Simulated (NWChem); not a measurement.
System: InNH4; SMILES [NH2][InH2]

```xyz
6

In     0.0000     0.0000    -0.2973
H      0.0000    -1.5569    -1.0327
H      0.0000     1.5569    -1.0327
N      0.0000     0.0000     1.7206
H      0.0000    -0.8352     2.2942
H      0.0000     0.8352     2.2942
```
Atoms are numbered in this order, from 1.

Computed with NWChem. Geometry: optimised at PBE0/def2-SVP. def2 effective core potentials on In; no spin-orbit coupling. Ions are spin-unrestricted doublets at the neutral geometry; other ion states weren't tried. Functional: LC-ωPBE (HJS hole) with def2-SVP; the question gives the range parameter ω in 1/bohr.

Q: Predict the results for range parameter (1/bohr) 0.05. Quantities: vertical ionisation energy, ΔSCF (eV); −ε(HOMO) (eV).

A: 
```
Property                               Result
-------------------------------------  ------
vertical ionisation energy, ΔSCF (eV)    9.17
−ε(HOMO) (eV)                            6.23
```
